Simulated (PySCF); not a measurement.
A structure optimised at r2SCAN-D4/def2-TZVPD, used in a PySCF frequency run:

```xyz
3

S     -0.0986    -0.4595     0.0000
O      0.0479     1.0363     0.0000
H      1.1948    -0.9391     0.0000
```
Charge 0, spin multiplicity 2.

Q: Write its SMILES, formula and point group.

A: [O]S, HOS, Cs

Q: What are its rotational constants (standard atomic weights)?

A: 296.85, 20.313, 19.012 GHz
